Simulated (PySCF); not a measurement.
Species: C2H6BrSi, net charge 0, doublet state. It need not be the lowest isomer of its formula. SMILES: C[Si](C)Br
Geometry: optimised at B3LYP-D3(BJ)/def2-TZVP (Ansatz).

Dispersion corrections to the total energy (kcal/mol) from the dftd3 and dftd4 libraries through PySCF: D3(BJ) without and D4 with the three-body term, each with the damping fitted for the functional named.

```json
[
 {"functional": "revPBE", "D3(BJ)": "-13.51", "D4": "-15.07"},
 {"functional": "LC-wPBE", "D3(BJ)": "-5.69", "D4": "…"},
 {"functional": "BLYP", "D3(BJ)": "…", "D4": "-11.60"},
 {"functional": "B3LYP", "D3(BJ)": "…", "D4": "-8.69"},
 {"functional": "HSE06", "D3(BJ)": "-4.11", "D4": "-4.27"},
 {"functional": "CAM-B3LYP", "D3(BJ)": "-4.87", "D4": "-4.67"},
 {"functional": "HF", "D3(BJ)": "-43.34", "D4": "-17.90"}
]
```

### Question
Fill in the missing entries.

### Answer

- LC-wPBE, D4: -6.01
- BLYP, D3(BJ): -12.38
- B3LYP, D3(BJ): -10.25
